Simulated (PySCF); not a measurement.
# OsO2(OH)2 at several levels of theory

Computed with PySCF 2.14.0 (density fitting, no spin-orbit coupling) at the geometry relaxed with PBE0:

```xyz
7
OsO2(OH)2 (singlet)
Os    0.0000    0.0000    0.3112
O     1.0604    1.0336    1.1169
O    -1.0604   -1.0336    1.1169
O     0.8896   -0.9177   -1.0733
H     0.6166   -0.6508   -1.9703
O    -0.8896    0.9177   -1.0733
H    -0.6166    0.6508   -1.9703
```

```csv
level,basis,state,HOMO (eV),gap (eV),charge on Os1 (e),dipole about the centre of mass (D),largest force component (eV/Å)
PBE0,"Os def2-SVP with ECP60, O def2-SVP, H def2-SVP",singlet,-7.84,4.35,1.13,2.97,0.02
revPBE,the same,singlet,-6.04,1.97,0.97,2.87,1.09
BLYP,the same,singlet,-5.98,2.00,0.94,2.87,1.35
BP86,the same,singlet,-6.22,1.97,0.95,2.92,1.02
PBE0,"Os def2-TZVP with ECP60, O def2-TZVP, H def2-TZVP",singlet,-7.86,4.34,1.39,2.78,0.16
PBE0,"Os x2c-SVPall, O x2c-SVPall, H x2c-SVPall",singlet,-8.09,4.32,0.89,2.99,0.52
```

Charges are Mulliken's, which hang on the basis. The relaxation used the grid (50, 194), these runs (75, 302) or, all-electron (x2c bases, spin-free X2C Hamiltonian), (99, 590).

**Question.** What does M06-L with Os def2-SVP with ECP60, O def2-SVP, H def2-SVP give here?

**Answer.** state singlet, HOMO (eV) -6.41, gap (eV) 2.18, charge on Os1 (e) 1.27, dipole about the centre of mass (D) 2.89, largest force component (eV/Å) 0.58. Time: 7.2 s on 2 threads of Arm Neoverse V1 (shared host), from an already converged density.

In the first row's basis the gap widens with exact exchange: 2.0 to 2.2 eV for BP86, revPBE, BLYP, M06-L (none); 4.4 eV for PBE0 (a fixed share).
